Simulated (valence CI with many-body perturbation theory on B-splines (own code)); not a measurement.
Results of a calculation; reference values are marked as such.
**Run record, In10+**

The program does CI of the valence electrons with many-body perturbation theory for a frozen closed Dirac-Fock core.

Command, and the settings that its task file holds:

```sh
python run_cv.py task.json out
```

```
atom In  Z=49  mass_number=115  rms_radius_fm=4.6156
core [Kr]
valence 4s3
avg = 1
basis = S
breit = 1
cap = 10000
capref = 1200
cscale = 1
de = 0.0
dress = 0
eps = 2e-08
extrap = 1
h = 0.27
hh = 1
l2 = 3
lcore = 6
maxit = 60
n2 = 5
natural = 1
nlev = 21
nno = [3, 3, 3, 3, 1]
nroot = 26
nsp = [3, 3, 2, 2, 0]
pt2 = 1
qed = 1
rpa = 1
s1 = 1
s2 = 1
s3 = 1
screen = 1
tol = 2e-05
whole = 1
```

Q: What became of the run, and why?

A: It gave no result: a shell was given more electrons than it holds. The program said: "a valence shell holds more than 4l+2 electrons".
